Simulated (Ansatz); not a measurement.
Ansatz (a first-principles code) input file for AuH6N2, SMILES [NH3]->[Au][NH3+], charge +1, multiplicity 1, PBE/def2-SVPD. Geometry optimised at PBE0-D3(BJ)/def2-SVP. The multiplicity is an assumed one; other spin states were not compared. The def2 effective core potentials stand for the cores of Au; spin–orbit coupling is left out.

Ansatz 0.2 input:
```yaml
crystal:
  periodic: [false, false, false]
  atoms:
    - {symbol: Au, position_ang: [-0.00000000, 0.00000000, -0.00000000]}
    - {symbol: N, position_ang: [-0.00000000, -0.00000000, 2.06478510]}
    - {symbol: H, position_ang: [-0.45615794, 0.83246419, 2.44857037]}
    - {symbol: H, position_ang: [-0.49285616, -0.81127645, 2.44857037]}
    - {symbol: H, position_ang: [0.94901411, -0.02118774, 2.44857037]}
    - {symbol: N, position_ang: [0.00000000, 0.00000000, -2.06478510]}
    - {symbol: H, position_ang: [-0.45615794, -0.83246419, -2.44857037]}
    - {symbol: H, position_ang: [-0.49285616, 0.81127646, -2.44857037]}
    - {symbol: H, position_ang: [0.94901410, 0.02118772, -2.44857037]}
basis:
  gaussian:
    orbitals: def2-SVPD
hamiltonian:
  xc: {name: PBE}
total_charge: 1
```

Log of the run:

```
WARN ansatz: RAYON_NUM_THREADS=1 ignored (pool sized by the plan → 1); use --threads N
Functional definition: PBE
integrals: 0.04 GiB planned
1061 factors; their error is unknown
mean field: 0.36 GiB planned
mean field evaluation 1: about -6742.0268 eV, gradient 1.0e2 eV
mean field evaluation 2: about -6700.9161 eV, gradient 1.6e2 eV
mean field evaluation 4: about -6762.0443 eV, gradient 1.5e1 eV
mean field evaluation 8: about -6762.4841 eV, gradient 2.2e-2 eV
mean field evaluation 16: about -6762.4457 eV, gradient 6.4e-5 eV
mean field -6762.44565886 eV, -248.5152942128 hartree, gradient 5.9e-5 eV, S^2 0.000000; 0 other end points of the search recorded, 0 dependent functions left out
reference -6762.44570322 eV, -248.5152958430 hartree; 19, 19 occupied and 104, 104 virtual orbitals, 1061 factors
Total energy: -6762.44570322 eV, -248.5152958430 hartree
```

The calculation finished and met its thresholds.
